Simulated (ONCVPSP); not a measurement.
**Se (Z = 34), ONCV: configuration errors across variants**

* Element: Se
* Generator: ONCVPSP 4.0.1
* Type: optimised norm-conserving Vanderbilt (ONCV)
* Functional: PBE
* Relativity: fully relativistic
* Frozen core: [Ar] 3d10
* Valence charge: 6
* Reference configuration: 4s2 4p3.5 (charge +0.5)
* Partial waves: 4s: rc 1.65 bohr, ncon 3, nbas 8, qcut 3.9 1/bohr, 2 projectors, debl 3.4 Ha; 4p: rc 1.25 bohr, ncon 4, nbas 7, qcut 6.1 1/bohr, 2 projectors, debl 2.1 Ha; d scattering state at 0.43 Ha: rc 1.60 bohr, ncon 4, nbas 7, qcut 6.2 1/bohr, 1 projector
* Local potential: polynomial inside 1.00 bohr (lpopt 3, dvloc0 2 Ha)
* Core correction: Teter function, fcfact 3.5, rcfact 1.5

Open shells are filled in proportion to 2j + 1.

All-electron excitation energies from the reference (eV): (1) 4s2 4p4 -4.312; (2) 4s2 4p3 6.538; (3) 4s2 4p2 26.891; (4) 4s1 4p4 18.067.

1 further variants failed, have other tests or another functional or relativity, and are left out.

A true bound ghost makes a file unfit for plane-wave use even where its test errors are small: the radial tests pick states by their node count and pass the ghost by.

Errors AE − PS in meV (a dash: test not solved or not reliable):

```tsv
change	(1)	(2)	(3)	(4)	bound ghosts	GHOST(+) flags above zero
base	-1.1	-1.8	-31	-19	p3/2, p1/2	s
p: qcut 3.4	-1.1	-1.8	-31	-19	p3/2, p1/2	s
core correction Teter function, fcfact 3.5, rcfact 2.04	-16	-21	-230	-32	p3/2, p1/2	s
```

Q: Give the same row for: p: ncon 5, nbas 8.

A: -1.1, -1.8, -32, -15; bound ghosts: p3/2, p1/2; GHOST(+) flags above zero: s.
